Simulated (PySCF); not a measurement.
C5H9NO2 (charge +1 and doublet state).
SMILES with atom numbers: `[CH3:1][O:2][C@@H:3]1[CH2:4][C@H:5]1[C:6]([NH2:7])=[O+:8]` (hydrogens: H9, H10, H11 on C1; H12 on C3; H13, H14 on C4; H15 on C5; H16, H17 on N7)

Geometry (GFN2-xTB, Å), atoms numbered from 1 in this order:
```xyz
17
C5H9NO2 angstrom
C      2.802    0.157    0.548
O      1.728   -0.283   -0.234
C      0.523   -0.485    0.318
C     -0.391   -1.520   -0.351
C     -0.692   -0.084   -0.539
C     -1.842    0.536    0.256
N     -2.564    1.405   -0.451
O     -2.043    0.217    1.400
H      3.690   -0.388    0.216
H      2.633    0.017    1.618
H      2.986    1.221    0.345
H      0.423   -0.359    1.394
H     -0.977   -2.096    0.353
H      0.001   -2.075   -1.191
H     -0.486    0.349   -1.510
H     -2.401    1.610   -1.422
H     -3.395    1.788   -0.020
```

The hyperfine couplings belong to this conformer and change with its torsions.

The calculation used UKS B3LYP, pcH-1 on C H N O, non-relativistic, mean-field spin-orbit, GIAO (PySCF 2.14.0). The structure is a single GFN2-xTB conformer in the gas phase; no vibrational or solvent corrections. A GFN2-xTB geometry isn't a minimum of the functional, and hyperfine couplings can be far from their values at a DFT geometry, by a factor of two or more for some ions and for spin on atoms past the first row. No stability test was run, so a lower SCF solution isn't excluded.

Principal values of hyperfine tensors in MHz (contact and dipolar terms together), for some of the nuclei:

```
atom  isotope       A1      A2      A3
 H11       1H   101.98  103.99  114.33
  H9       1H    47.86   49.90   60.10
  O2      17O  -178.09   25.36   27.19
  C1      13C   -20.58  -16.08  -12.30
 H12       1H   -23.34  -19.94   -2.55
  C4      13C     0.18    1.40   44.02
 H15       1H   -23.57  -13.73   -2.12
  N7      14N    10.22   10.72   15.52
```

(1) Split each tensor into its isotropic and traceless parts, and turn a_iso into mT with g = 2.0062.

(2) What spin density at the nucleus of H11 lies behind its contact coupling (g_N = 5.58569)?

(3) H13 (1H, g_N = 5.58569) isn't in the table. Its spin density at the nucleus is 0.009404 bohr⁻³. What is its contact coupling?

(4) Name the largest traceless tensor T of the table and describe it.

(5) What first-order splitting does H11 cause when the field lies along A1, A2 or A3 of its tensor (g taken as isotropic, no quadrupole term)?

Answers

(1) a_iso = (A1 + A2 + A3)/3, Ti = Ai − a_iso; 1 mT corresponds to 28.080 MHz.

```csv
atom,a_iso (MHz),a_iso (mT),T1,T2,T3
H11,106.77,3.802,-4.79,-2.77,7.57
H9,52.62,1.874,-4.76,-2.72,7.48
O2,-41.85,-1.490,-136.25,67.21,69.04
C1,-16.32,-0.581,-4.26,0.24,4.02
H12,-15.28,-0.544,-8.06,-4.66,12.72
C4,15.20,0.541,-15.02,-13.80,28.82
H15,-13.14,-0.468,-10.43,-0.59,11.02
N7,12.15,0.433,-1.94,-1.43,3.37
```

(2) a_FC = 800.24 MHz bohr³ × g_N × ρ(0)/(2S). With a_FC = 106.77 MHz and 2S = 1, ρ(0) = 0.02389 bohr⁻³. In magnitude that is 7.5 % of the 1/π = 0.318 of a free hydrogen atom.

(3) By the same relation, a_FC = 42.0 MHz. Its full tensor has the principal values 35.46, 39.72, 50.92 MHz.

(4) O2: -136.2, 67.2, 69.0 MHz, axial, in the ratio +1:+1:−2, the form that spin in one p orbital centred on that nucleus gives (the nuclear moment is negative).

(5) 2 lines (I = 1/2), spaced by |A_i|/(g × 13.996): 3.63, 3.70, 4.07 mT along the axes of A1, A2 and A3.

The SMILES draws the unpaired electron on O8; the largest computed Mulliken spin population is on O2 (0.38 against 0.11).
